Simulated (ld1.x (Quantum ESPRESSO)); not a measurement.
**Pseudopotential generation for Ni (Z = 28): ultrasoft, LDA (PZ), scalar-relativistic.**

```json
{
 "Element": "Ni",
 "Generator": "ld1.x (Quantum ESPRESSO) 7.5",
 "Type": "ultrasoft",
 "Functional": "LDA (PZ)",
 "Relativity": "scalar-relativistic",
 "Frozen core": "[Ne] 3s2",
 "Valence charge": "16",
 "Reference configuration": "3p6 3d8 4s1.5 4p0 (charge +0.5)",
 "Partial waves": "4s (bound): rcut 1.45, rcutus 1.80 bohr; 4s channel at -0.25 Ry: rcut 1.45, rcutus 1.80 bohr; 3p (bound): rcut 1.05, rcutus 1.15 bohr; 4p (bound, empty): rcut 1.05, rcutus 1.15 bohr; 3d (bound): rcut 1.25, rcutus 1.60 bohr; 3d channel at 2.4 Ry: rcut 1.25, rcutus 1.60 bohr; 4f channel at 0.1 Ry: rc 1.50 bohr",
 "Local potential": "the f channel",
 "Core correction": "none",
 "Augmentation charge": "built from norm-conserving waves at rcut, not smoothed further"
}
```

All-electron outer shells of the reference configuration (LDA (PZ), scalar-relativistic, ld1.x):

| shell | level (eV) | outermost node (bohr) | outermost maximum (bohr) |
| --- | --- | --- | --- |
| 3s | -114.89 | 0.30 | 0.64 |
| 3p | -75.65 | 0.27 | 0.65 |
| 3d | -13.50 | – | 0.63 |
| 4s | -9.56 | 0.92 | 2.15 |
| 4p | -4.40 | 1.00 | 2.84 |

(1) Does the potential have ghost states?

(2) Is the overlap operator S = 1 + Σ q|β⟩⟨β| positive definite (Bessel basis up to 400 Ry)?

Results:

(1) Ghost state, extra bound levels that the all-electron valence spectrum of the same l lacks: s at -66.0 eV (other channels not judged). A true bound ghost makes a file unfit for plane-wave use.

(2) Yes: its lowest eigenvalue is 0.38 (p channel).

Test run stopped at test 1 of 9 (negative rho).
